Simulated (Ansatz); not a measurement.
Species: C₂H₄B, charge 0, doublet. C2H4B (SMILES BC=[CH], doublet).
B3LYP-D3(BJ)/def2-TZVP minimum from Ansatz (a program for electronic structure):
```xyz
7

B     -0.1327     0.0920     1.2482
H     -0.4202     1.2409     1.3737
H     -0.0491    -0.6094     2.2089
C      0.1292    -0.4780    -0.1606
C      0.0290     0.3220    -1.2018
H      0.3940    -1.5240    -0.3099
H     -0.2106     1.3688    -1.3395
```
Charge 0, spin multiplicity 2.

Quantity: atomisation energy (electronic, to ground-state atoms), in kcal/mol. Open shells are spin-unrestricted; no spin-orbit coupling. CBS(X,Y): correlation extrapolated as X^-3, Hartree-Fock from the larger set. A bracket is a step between two methods taken in the basis named. The functionals are non-relativistic, so their misses hold any scalar relativity. Double hybrids freeze cores in their MP2 part. 'core' is core correlation in cc-pwCVTZ, 'X2C' scalar relativity in cc-pVTZ-DK, both at CCSD(T). Where a partner has so few electrons that a lower coupled-cluster level is exact, that level stands in. The UHF reference of C2H4B (BC=[CH], doublet) is spin-contaminated (<S^2> up to 0.20 over the pure value in the sets run).

CCSD(T)/CBS(cc-pVTZ,cc-pVQZ) + [CCSDT(Q) - CCSD(T)]/cc-pVDZ + core + X2C (Ansatz) gives 623.4 kcal/mol.

Problem. What does PBE/def2-TZVPD (Ansatz) give here, and how do the other levels compare?

Solution. PBE gives 638.2 kcal/mol, 14.8 kcal/mol above it. Differences of the others: r2SCAN/def2-TZVPD (Ansatz) 7.3; PBE0/def2-TZVPD (Ansatz) 5.9; wB97M-V/def2-TZVPD (Ansatz) 1.6; B2PLYP/def2-TZVPD (Ansatz) -3.7; CCSD(T)/CBS(cc-pVTZ,cc-pVQZ) + core + X2C (Ansatz) -1.0 kcal/mol.
